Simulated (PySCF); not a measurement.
Dipole moment and polarisability of `FC(Cl)(Cl)C(F)(Cl)Cl`

C2Cl4F2.
Atom-mapped SMILES: `[F:1][C:2]([Cl:3])([Cl:4])[C:5]([F:6])([Cl:7])[Cl:8]`

Cartesian coordinates in Å at the GFN2-xTB level; atoms count from 1:
```
atom  x, y, z in Å
F1     1.293    0.718   -1.043
C2     0.743    0.207    0.074
Cl3    1.706   -1.192    0.582
Cl4    0.741    1.454    1.326
C5    -0.703   -0.236   -0.220
F6    -0.697   -1.198   -1.160
Cl7   -1.637    1.140   -0.834
Cl8   -1.436   -0.885    1.251
```

Level: PBE0/def2-SVPD (PySCF), static field, nuclei fixed, core orbitals frozen in the response. The polarisability tensor in these axes (au):

```
x   80.82 -6.21  2.87
y   -6.21 84.26 -3.66
z    2.87 -3.66 76.83
```

Task: What are the eigenvalues, a third of the trace, and Δα (Δα² = ½Σ(αi − αj)² over the three pairs)?

Result: Principal values 75.25, 76.10 and 90.56 au; mean 80.64 au = 11.95 Å³ = 13.29 × 10⁻⁴⁰ C²·m²/J; Δα = 14.90 au (18 % of the mean).

Task: What is the dipole moment, and where does it point?

Result: (-0.18, 0.14, 0.65) D, 0.69 D in size, pointing from the negative to the positive side. Measured along this direction, the outermost atoms are F6 and F1 at the negative end and Cl4 and Cl8 at the positive end.

Task: What would n − 1 = 2πNα be for an ideal gas of these molecules at 500 K and 1 atm, electronic part alone?

Result: N = p/kT = 1.4678 × 10¹⁹ cm⁻³, so n − 1 = 2π × N × 11.95 × 10⁻²⁴ cm³ = 1102 × 10⁻⁶ at long wavelengths, for an ideal gas.

Task: Estimate the molar refractivity from the static electronic polarisability.

Result: Lorentz–Lorenz: R = (4π/3)N_A α = 2.5225 cm³/(mol·Å³) × 11.95 Å³ = 30.1 cm³/mol, in the limit of long wavelengths.

Task: Find the Langevin capture rate constant for H3+ (3.023 u) meeting this molecule (201.872 u), k = 2.342 × 10⁻⁹ cm³/s × √(α in Å³ / reduced mass in u).

Result: The reduced mass is 2.98 u, so k = 4.69 × 10⁻⁹ cm³/s. The formula leaves out the permanent dipole, which adds to the capture rate.

Task: Give the principal axes and the span of the nuclei along them.

Result: Largest value along (-0.57, 0.75, -0.32), where the nuclei span 4.13 Å; middle along (0.78, 0.62, 0.07), 3.16 Å; least along (-0.25, 0.21, 0.94), 2.54 Å. The response follows the extents in order.

Isolated species at its GFN2-xTB geometry (one conformer only).
